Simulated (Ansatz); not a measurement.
CH7BO2Si can be A, `C[SiH](O)BO`, or B, `CO[SiH2]BO`.

Computed with Ansatz on PBE0-D4/def2-TZVP structures; ΔE is electronic, products minus reactants. CBS: MP2 limit from def2 TZ/QZ plus the TZ coupled-cluster correction, frozen cores. Functionals use def2-TZVPP. B3LYP here is the variant with VWN-RPA as its local correlation; programs differ in this. Each species was taken in one conformer, which may not be the lowest.

Which isomer does CCSD(T)/CBS put lower? Give the gap. (Estimate.)

The calculation gave: A, by 88.6 kJ/mol.

Give E(B) − E(A) in kJ/mol with PBE0-D4, ωB97M-V, MP2/def2-TZVPP, PBE-D4, CCSD/def2-TZVPP, B3LYP, B3LYP-D4. (Estimate.)

The calculation gave: PBE0-D4 86.6, ωB97M-V 86.1, MP2/def2-TZVPP 91.6, PBE-D4 83.8, CCSD/def2-TZVPP 85.6, B3LYP 80.4, B3LYP-D4 80.6. None reverses the order clearly.

Largest T1 diagnostic: 0.013.

In def2-TZVPP, CCSD(T) changes the Hartree–Fock value by +7.2 kJ/mol (the triples alone add −0.2 kJ/mol) and MP2 by +13.5 kJ/mol.
